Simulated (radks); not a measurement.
The numbers below are computed, except where a source is named.
The iridium ion Ir4+, 73 electrons, occupied as [Xe] 4f14 5d5. Level of theory: scalar-relativistic Kohn-Sham, HCTH/407, spin-polarised, spherical densities, point nucleus; open shells are filled with parallel spins first (spin-orbit coupling, left out, can overturn this in heavy ions) (a radial shooting solver on a logarithmic mesh with Libxc functionals).

Normalised radial functions P(r) = r R(r), r in bohr:

```
   r/bohr * 5d up (the largest magnitude, 0.912, reaches the edge; | marks zero)
 0.001182                             *
 0.001835                             *
 0.002849                             *
 0.004424                             *
 0.006925                             *
  0.01075                             *
   0.0167                             *
  0.02592                             |*
  0.04057                             |  *
    0.063                             |     *
  0.09782                             |        *
   0.1519                             |     *
   0.2377                        *    |
   0.3691                *            |
   0.5731                            *|
   0.8899                             |                    *
    1.382                             |                          *
    2.163                             |              *
    3.358                             |  *
    5.214                             *
```

5d up: eigenvalue -52.772 eV, 2 radial nodes at r = 0.200, 0.585 bohr, <r> = 1.46 bohr, 90 % of the charge inside 2.16 bohr.
